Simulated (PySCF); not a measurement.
Bonds (- single, = double, # triple, : aromatic): C1=C2, C2-C3, C3#N4, C2-C5, C5-Si6, Si6-O7, O7-C8, C8=O9. C1 carries H10, H11; C5 carries H12, H13; Si6 carries H14, H15; C8 carries H16. H10 is cis to C3; H11 is trans to C3.

Computed data (PySCF): σ from GIAO-PBE0/pcSseg-1, geometry from GFN2-xTB. Non-relativistic, equivalent nuclei averaged, single conformer, isolated molecule.

References, each an isolated molecule treated in the same way: TMS for ¹³C (σ = 186.93 ppm).

**Question.** Do the ¹³C shifts follow the atomic charges (in e)? Tabulate both.

**Answer.** 
```csv
atoms,hybridisation,δ (ppm),σ para (ppm),Hirshfeld,IAO,Mulliken,ESP-fitted
C8,sp2,165.0,-221,+0.18,+0.41,+0.45,+0.68
C1,sp2,138.5,-201,-0.07,-0.28,+0.01,-0.48
C2,sp2,123.9,-198,+0.02,-0.02,-0.43,+0.08
C3,sp,123.6,-196,+0.08,+0.13,+0.16,+0.39
C5,sp3,25.9,-93,-0.15,-0.55,-0.40,-0.58
```

Correlation coefficients of δ with charge over these carbons: Hirshfeld +0.80, IAO +0.82, Mulliken +0.70, ESP-fitted +0.68; with the paramagnetic shielding -0.99. With so few points, grouped by hybridisation, these coefficients are fragile. Charge is one influence among several: hybridisation and low-lying excitations act through the paramagnetic term.

Shifts are as computed. Against solution values, carbons near 30 ppm lie about +3 ppm off and those near 130 ppm about +5 ppm. Of 1211 compounds with measured shifts, 218 miss one by over three times the rms of a fit or turn the order of signals round; such compounds aren't used in these exercises.
